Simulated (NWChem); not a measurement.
# CH$_{5}$NOSi$_{2}$; SMILES [SiH3]C1=N[SiH2]O1

```xyz
10

Si    -0.0041    -2.1275     0.0000
C      0.1108    -0.2233     0.0000
N      1.1690     0.5136     0.0000
Si     0.0086     1.8585     0.0000
O     -1.0737     0.4910     0.0000
H     -0.7524    -2.5537    -1.2178
H      1.3730    -2.6897     0.0000
H     -0.7524    -2.5537     1.2178
H     -0.0950     2.6902     1.2270
H     -0.0950     2.6902    -1.2270
```
Atoms are numbered in this order, from 1.

Program: NWChem. Medium grid unless said otherwise, to which SCAN and Minnesota functionals are sensitive. All runs use the structure optimised with PBE0/def2-SVP. Hybrids' shares of exact exchange are those that their runs print; pure functionals count as 0. The functionals differ in more than this share.

```csv
row,share of exact exchange,highest occupied level (eV)
PBE/def2-TZVP,0.00,-6.34
r2SCAN/def2-TZVP,0.00,-6.64
B3LYP/def2-TZVP,0.20,-7.55
M06-2X/def2-TZVP,0.54,-9.11
Hartree-Fock/def2-TZVP,1.00,withheld
```

Task: Fit a straight line of the last column on the one before it, predict the withheld value, and compare with the run.

Result: 
1. Means of the 4 shown rows: x = 0.185, y = -7.410. Slope Σ(x − x̄)(y − ȳ)/Σ(x − x̄)² = -0.9460/0.1947 = -4.859; intercept -6.511.
2. The shown rows scatter about the line by 0.113 (root mean square); the largest residual is +0.17, at PBE/def2-TZVP.
3. At x = 1.00 (Hartree-Fock/def2-TZVP; beyond the shown range) the line gives -11.37.
4. The run gives -11.25, +0.12 from the line, 1.1 times the scatter.
